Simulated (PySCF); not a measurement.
# Spinor energies of Se⁴⁺ (selenium, charge +4)

Start: [Ar] 3d10 4s2. Calculated with PySCF 2.14 in x2c-TZVPall-2c (6s7p4d1f, 54 functions): generalised Hartree-Fock with the X2C-1e Hamiltonian and a Gaussian nucleus; one run each with spin-orbit coupling (SO) switched off, then screened by Boettger's factors.

```json
{"spinor shell": "1s1/2", "electrons": "2", "ε, spin-free (eV)": "-12790.4", "ε, screened SO (eV)": "-12790.1", "weight of nominal j (screened SO)": "1.000", "rms radius, screened SO (bohr)": "0.0508"}
{"spinor shell": "2s1/2", "electrons": "2", "ε, spin-free (eV)": "-1748.5", "ε, screened SO (eV)": "-1748.4", "weight of nominal j (screened SO)": "1.000", "rms radius, screened SO (bohr)": "0.212"}
{"spinor shell": "2p1/2", "electrons": "2", "ε, spin-free (eV)": "-1539.0", "ε, screened SO (eV)": "-1567.7", "weight of nominal j (screened SO)": "1.000", "rms radius, screened SO (bohr)": "0.187"}
{"spinor shell": "2p3/2", "electrons": "4", "ε, spin-free (eV)": "-1539.0", "ε, screened SO (eV)": "-1525.3", "weight of nominal j (screened SO)": "1.000", "rms radius, screened SO (bohr)": "0.190"}
{"spinor shell": "3s1/2", "electrons": "2", "ε, spin-free (eV)": "-302.10", "ε, screened SO (eV)": "-302.09", "weight of nominal j (screened SO)": "1.000", "rms radius, screened SO (bohr)": "0.611"}
{"spinor shell": "3p1/2", "electrons": "2", "ε, spin-free (eV)": "-234.01", "ε, screened SO (eV)": "-238.27", "weight of nominal j (screened SO)": "1.000", "rms radius, screened SO (bohr)": "0.628"}
{"spinor shell": "3p3/2", "electrons": "4", "ε, spin-free (eV)": "-234.01", "ε, screened SO (eV)": "-231.97", "weight of nominal j (screened SO)": "1.000", "rms radius, screened SO (bohr)": "0.639"}
{"spinor shell": "3d3/2", "electrons": "4", "ε, spin-free (eV)": "-121.82", "ε, screened SO (eV)": "-122.38", "weight of nominal j (screened SO)": "1.000", "rms radius, screened SO (bohr)": "0.685"}
{"spinor shell": "3d5/2", "electrons": "6", "ε, spin-free (eV)": "-121.82", "ε, screened SO (eV)": "-121.44", "weight of nominal j (screened SO)": "1.000", "rms radius, screened SO (bohr)": "0.689"}
{"spinor shell": "4s1/2", "electrons": "2", "ε, spin-free (eV)": "-65.785", "ε, screened SO (eV)": "-65.784", "weight of nominal j (screened SO)": "1.000", "rms radius, screened SO (bohr)": "1.72"}
```

```
   quantity    spin-free  screened SO
E (hartree)  -2424.24629  -2424.36120
        M_J            0            0
       ⟨J²⟩        0.000        0.000
       ⟨L²⟩        0.000        0.002
       ⟨S²⟩        0.000        0.002
```

Without spin-orbit coupling the j labels of p, d and f shells carry no meaning; the spin-free column gives the mean over the occupied spinors of each nl shell.
